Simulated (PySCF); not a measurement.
**Low-lying terms of Nd⁵⁶⁺ (neodymium, charge +56)**

Ground state [He] 2s2, ¹S. All numbers are calculated (PySCF 2.14, scalar relativity by spin-free X2C-1e, in an even-tempered Gaussian basis (18 s from 5.28 bohr⁻², ratio 2.5; 9 p from 6.86 bohr⁻², ratio 2.7; 8 d from 7.62 bohr⁻², ratio 2.7; 4 f from 230 bohr⁻², ratio 2.7)). Vertical excitation energies in eV without spin-orbit coupling; excited terms of each kind are numbered among those the solver found.

```csv
term,leading excitation,TDA-PBE,TD-PBE
1 3P°,2s → p,521.97,519.96
1 1P°,2s → p,622.02,619.53
```

Oscillator strength of the first ¹S → ¹P° line: TDA-PBE 0.222, TD-PBE 0.202.

The spin-orbit splitting of the hole, absent here, rivals or exceeds the spacing of these terms, so the LS terms are model states.

Only the lower part of the computed list is shown. Doubly excited terms such as np² are absent. The solver can miss terms.
